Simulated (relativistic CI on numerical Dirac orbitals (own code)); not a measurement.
Radial parameters of Ge10+

These numbers are calculated, not measured: Dirac-Coulomb-Breit CI, separate exchange-only KLI orbitals for each configuration, a model potential for QED, unscaled Slater integrals (own radial code, finite nucleus).

Slater integrals F^k, G^k are unscaled and averaged over j, outside the closed core [Ne]; ζ comes from projecting the Hamiltonian with its Breit term on Σ l·s of the shell.

- 3s2 3p6 3d4: F^2(3d,3d) = 173590, F^4(3d,3d) = 110630, ζ(3d) = 2518.8 cm⁻¹; <r>(3d) = 0.5702, <r^2>(3d) = 0.3862 (bohr units).
- 3s2 3p5 3d5: ζ(3p) = 27001, F^2(3d,3d) = 173090, F^4(3d,3d) = 110290, F^2(3p,3d) = 165960, G^1(3p,3d) = 195200, G^3(3p,3d) = 124080, ζ(3d) = 2456.1 cm⁻¹; <r>(3p) = 0.5888, <r^2>(3p) = 0.4015, <r>(3d) = 0.5717, <r^2>(3d) = 0.3882 (bohr units).
- 3s 3p6 3d5: F^2(3d,3d) = 172920, F^4(3d,3d) = 110180, G^2(3s,3d) = 149660, ζ(3d) = 2508.7 cm⁻¹; <r>(3s) = 0.585, <r^2>(3s) = 0.3908, <r>(3d) = 0.5721, <r^2>(3d) = 0.3889 (bohr units).

(1) Give the Racah parameters of the d shell in 3s2 3p6 3d4.

Averages of the first 10 configurations, taken without configuration mixing, which lowers the lowest level and can move excited configurations by several eV; other configurations of the list can lie among them:

```json
{"Configuration": "3s2 3p6 3d4", "Parity": "even", "States": "210", "Average energy above the lowest level (eV)": "9.1"}
{"Configuration": "3s2 3p5 3d5", "Parity": "odd", "States": "1512", "Average energy above the lowest level (eV)": "101.3"}
{"Configuration": "3s 3p6 3d5", "Parity": "even", "States": "504", "Average energy above the lowest level (eV)": "164.0"}
{"Configuration": "3s2 3p6 3d3 4s", "Parity": "even", "States": "240", "Average energy above the lowest level (eV)": "115.9"}
{"Configuration": "3s2 3p6 3d3 4p", "Parity": "odd", "States": "720", "Average energy above the lowest level (eV)": "134.2"}
{"Configuration": "3s2 3p6 3d3 4d", "Parity": "even", "States": "1200", "Average energy above the lowest level (eV)": "162.4"}
{"Configuration": "3s2 3p6 3d2 4s 4p", "Parity": "odd", "States": "540", "Average energy above the lowest level (eV)": "251.2"}
{"Configuration": "3s2 3p6 3d3 4f", "Parity": "odd", "States": "1680", "Average energy above the lowest level (eV)": "186.5"}
{"Configuration": "3s2 3p6 3d3 5s", "Parity": "even", "States": "240", "Average energy above the lowest level (eV)": "193.8"}
{"Configuration": "3s2 3p5 3d4 4s", "Parity": "odd", "States": "2520", "Average energy above the lowest level (eV)": "206.2"}
```

Answers

(1) B = F²/49 − 5F⁴/441 = 2288 cm⁻¹ and C = 35F⁴/441 = 8780 cm⁻¹.
